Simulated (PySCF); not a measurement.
C4H7 (SMILES [CH-]1CCC1), charge -1, singlet, at a GFN2-xTB geometry (in this run its highest filled SCF level lies above zero, so its values depend strongly on the basis, on diffuse functions most of all). Base run: DF-CAMB3LYP/def2-SVP (PySCF).

Input for PySCF:
```python
from pyscf import gto, scf, dft

mol = gto.M(
    atom='''
C     0.005171    1.099252   -0.342693
C    -0.007092   -1.018712   -0.008307
C    -1.076525    0.070119    0.085163
C     1.078485    0.055241    0.069957
H     0.016252    1.983544    0.362447
H    -0.017443   -1.526429   -0.978465
H    -0.006867   -1.790847    0.779077
H    -1.491403    0.132180    1.118348
H    -1.944298   -0.059266   -0.587965
H     1.508718    0.111466    1.097179
H     1.934805   -0.086048   -0.615336
''',
    basis='def2-svp',
    charge=-1,
    spin=0,
    verbose=4,
)

mf = dft.RKS(mol)
mf.xc = 'camb3lyp'
mf = mf.density_fit(auxbasis='def2-universal-jkfit')
mf.kernel()
mf.analyze()
```

The base run was repeated with changes; each row names its change, and settings that it needs were set with it.

```csv
change,ΔE vs base (mEh),grid points,electrons on the grid
base,0.000,125128,32.00004
grids.radi_method = delley,0.000,134848,32.00004
grids.radi_method = gauss_chebyshev,0.000,121928,32.00004
grids.level = 0,34.910,8688,31.98864
grids.level = 2,0.000,82440,32.00006
"grids.atom_grid = (99, 590)",0.002,357864,32.00000
grids.prune = dft.gen_grid.sg1_prune,-0.010,55480,32.00016
grids.level = 7,0.002,697168,32.00000
grids.becke_scheme = stratmann,0.000,125128,32.00003
"grids.atom_grid = (50, 194)",-0.009,72768,32.00004
grids.level = 4,0.002,224392,32.00000
```
